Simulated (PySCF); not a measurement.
Structure problem from calculated spectra and properties.

Formula: C4H9PSi2.

- 13C NMR: chemical shifts (computed TMS as zero) by class: 138.5 (1 C), 124.7 (1 C), 117.9 (1 C), 100.4 (1 C) ppm [GIAO PBE0/pcSseg-1]
- Rotational structure: rotational constants A, B, C: 1.758, 0.672, 0.532 GHz [GFN2-xTB]
- 1H NMR: chemical shifts (computed TMS as zero) by class: 6.12 (1 H), 6.12 (1 H), 5.92 (1 H), 4.78 (1 H), 3.54 (3 H), 1.52 (2 H) ppm [GIAO PBE0/pcSseg-1]
- NMR, other nuclei: isotropic shieldings of nuclei other than C and H, by class: 427 (1 Si), 461 (1 Si), 587 (1 P) ppm [GIAO PBE0/pcSseg-1]
- Dipole: 1.80 D [PBE0/pcSseg-1]

Electronic properties: PySCF, gas phase, density fitting. Levels stand in brackets. One conformer (not necessarily the lowest) at the GFN2-xTB geometry, without solvent, vibrations or thermal averaging. NMR values are class means; diastereotopic atoms form classes of their own.

Q: What is the compound? Reason from the data.

A: Numbering: `[CH2:1]=[CH:2][C:3]#[C:4][Si@H:5]([SiH3:6])[PH2:7]`. 4 carbons fall into 4 classes; from least to most shielded: terminal =CH2 carbon [C1] (138.5 ppm), alkene CH carbon [C2] (124.7 ppm), alkyne carbon [C3] (117.9 ppm), alkyne carbon [C4] (100.4 ppm). Hydrogen classes from least to most shielded: 1 H on a terminal =CH2 carbon, C1 (6.12 ppm), 1 H on an alkene CH carbon, C2 (6.12 ppm), 1 H on a terminal =CH2 carbon, C1 (5.92 ppm), 1 H on an SiH silicon, Si5 (4.78 ppm), 3 H on an SiH3 silicon, Si6 (3.54 ppm), 2 H on a three-coordinate phosphorus, P7 (1.52 ppm). The other shieldings belong to: 427 ppm, SiH silicon [Si5]; 461 ppm, SiH3 silicon [Si6]; 587 ppm, three-coordinate phosphorus [P7]. The optimised geometry has point group C1 and is an asymmetric top. Structure: `C=CC#C[Si@H]([SiH3])P`. Computed isomers that give other values at the same levels: `C#CC1(C)[SiH2]P[SiH2]1` (13C chemical shifts (computed TMS as zero) by class: 93.8 (1 C), 78.9 (1 C), 25.9 (1 C), 18.4 (1 C) ppm); `C#C/C([SiH3])=C/[SiH2]P` (13C chemical shifts (computed TMS as zero) by class: 160.4 (1 C), 147.9 (1 C), 95.2 (1 C), 90.6 (1 C) ppm); `C#C/C([SiH3])=C\[SiH2]P` (13C chemical shifts (computed TMS as zero) by class: 166.7 (1 C), 145.7 (1 C), 104.6 (1 C), 87.5 (1 C) ppm). The assignments are read from this structure; whether some other isomer fits the data as well wasn't checked. The mirror image fits equally.

Shape of the structure used: `[CH2:1]=[CH:2][C:3]#[C:4][Si@H:5]([SiH3:6])[PH2:7]`: H–P7–Si5–C4 58°, H–P7–Si5–C4 -35°.
